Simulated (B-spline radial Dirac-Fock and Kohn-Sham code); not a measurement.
Cl: eigenvalues, ΔSCF and the reference

System: the free chlorine atom, 1s2 2s2 2p6 3s2 3p5.

The density-functional columns are spherical, spin-unpolarised Dirac-Kohn-Sham results without Breit or QED terms: −ε is minus the orbital energy of the initial state and ΔSCF the difference of two total energies, and "half-occupied" is minus the orbital energy with half an electron removed (Slater transition state). The reference in the last column comes from Dirac-Fock energy differences between relaxed states, corrected for Breit and QED terms. All numbers are from a B-spline atomic structure program, in eV; a selection of levels is shown. The Kohn-Sham columns are given as differences from the reference.

| level | LDA −ε − DF | LDA ΔSCF − DF | LDA half-occupied − DF | PBE −ε − DF | PBE ΔSCF − DF | Dirac-Fock |
| --- | --- | --- | --- | --- | --- | --- |
| 1s | -89.6 | +5.5 | +5.5 | -80.2 | +15.2 | 2831.2 |
| 2s | -29.0 | -12.3 | -12.4 | -28.0 | -11.4 | 280.7 |
| 2p1/2 | -17.4 | +1.3 | +1.1 | -17.4 | +1.3 | 210.1 |
| 3s | -7.3 | -1.4 | -1.5 | -7.3 | -1.4 | 27.96 |
| 3p | -3.9 | +1.3 | +1.3 | -4.1 | +1.2 | 12.65 |

For the outermost level NIST gives 12.96763 eV (measured); the differences from it are LDA −ε -4.26, LDA ΔSCF +1.00, LDA half-occupied +0.94, PBE −ε -4.37, PBE ΔSCF +0.91, Dirac-Fock -0.32 eV. The computed values are configuration averages and the table refers to the lowest terms.
